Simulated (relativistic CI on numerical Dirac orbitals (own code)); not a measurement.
Computed by Dirac-Coulomb-Breit CI, KLI orbitals optimised for each configuration, a model potential for QED, unscaled Slater integrals (own radial code, finite nucleus).

The strongest absorption lines from the ground level of an ion, among the configurations computed and to levels below about 8300 eV (vacuum wavelength in nm, gf): 0.20239 (0.086), 0.20657 (0.07), 0.27767 (0.24), 0.28677 (0.0042), 0.29414 (0.26), 0.62617 (0.00035), 1.5265 (0.69), 6.7422 (0.051).

Question: Which ion is it?
A. Pb70+
B. Pb68+
C. Os64+
D. Ra76+

Answer: A. Pb70+ has 12 electrons and the ground level 3s² ¹S0; the strongest line goes to 3s3p ¹P°1. The pattern of lines fixes the number of electrons, and along that sequence the line energies rise steadily with the charge (about as its square where n changes within one kind of shell, about linearly where n is kept but much faster in heavy ions where fine structure, which grows about as Z⁴, sets the gap, and irregularly where shells cross), which fixes Z. Configurations outside the model, such as inner-shell arrays, can give stronger lines. At this charge energies of transitions that change n are usually good to better than 1 %, and those within a shell (Δn = 0) to a few per cent.

LS names give the leading component of a level, which can be under half, so a name can repeat, a term be missing and a line seem to break the LS rules.
